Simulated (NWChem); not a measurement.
# SiH2S2F2; SMILES F[Si](F)(S)S

```xyz
7

F     -0.1678    -1.2802    -1.3037
Si     0.0000     0.0000    -0.3439
F      0.1678     1.2802    -1.3037
S     -1.7831     0.0464     0.7858
S      1.7831    -0.0464     0.7858
H     -1.3462     1.0588     1.5675
H      1.3462    -1.0588     1.5675
```
Atoms are numbered in this order, from 1.

The geometry was optimised at PBE0/def2-SVP.

Symmetry labels are those of C2 in the frame above (b1 and b2, or b-type labels, depend on it).

**Question.** List the 6 lowest vertical singlet excitations and the 6 lowest triplet ones from Hartree-Fock/def2-SVP, CIS (NWChem).

**Answer.** 
```json
[
 {"state": "S1", "energy (eV)": "7.21", "oscillator strength": "0.004", "symmetry": "b", "leading excitation (squared amplitude)": "HOMO → LUMO (0.52)"},
 {"state": "S2", "energy (eV)": "7.29", "oscillator strength": "0.000", "symmetry": "a", "leading excitation (squared amplitude)": "HOMO−1 → LUMO (0.45)"},
 {"state": "S3", "energy (eV)": "8.62", "oscillator strength": "0.098", "symmetry": "b", "leading excitation (squared amplitude)": "HOMO → LUMO+2 (0.75)"},
 {"state": "S4", "energy (eV)": "8.83", "oscillator strength": "0.019", "symmetry": "a", "leading excitation (squared amplitude)": "HOMO−1 → LUMO+2 (0.79)"},
 {"state": "S5", "energy (eV)": "9.52", "oscillator strength": "0.002", "symmetry": "a", "leading excitation (squared amplitude)": "HOMO → LUMO+3 (0.41)"},
 {"state": "S6", "energy (eV)": "9.53", "oscillator strength": "0.041", "symmetry": "b", "leading excitation (squared amplitude)": "HOMO−2 → LUMO (0.53)"},
 {"state": "T1", "energy (eV)": "6.45", "oscillator strength": "spin-forbidden", "symmetry": "b", "leading excitation (squared amplitude)": "HOMO → LUMO (0.52)"},
 {"state": "T2", "energy (eV)": "6.53", "oscillator strength": "spin-forbidden", "symmetry": "a", "leading excitation (squared amplitude)": "HOMO−1 → LUMO (0.44)"},
 {"state": "T3", "energy (eV)": "7.49", "oscillator strength": "spin-forbidden", "symmetry": "b", "leading excitation (squared amplitude)": "HOMO → LUMO+2 (0.62)"},
 {"state": "T4", "energy (eV)": "7.90", "oscillator strength": "spin-forbidden", "symmetry": "a", "leading excitation (squared amplitude)": "HOMO−1 → LUMO+2 (0.64)"},
 {"state": "T5", "energy (eV)": "7.94", "oscillator strength": "spin-forbidden", "symmetry": "b", "leading excitation (squared amplitude)": "HOMO−2 → LUMO (0.23)"},
 {"state": "T6", "energy (eV)": "8.20", "oscillator strength": "spin-forbidden", "symmetry": "a", "leading excitation (squared amplitude)": "HOMO−2 → LUMO+1 (0.28)"}
]
```
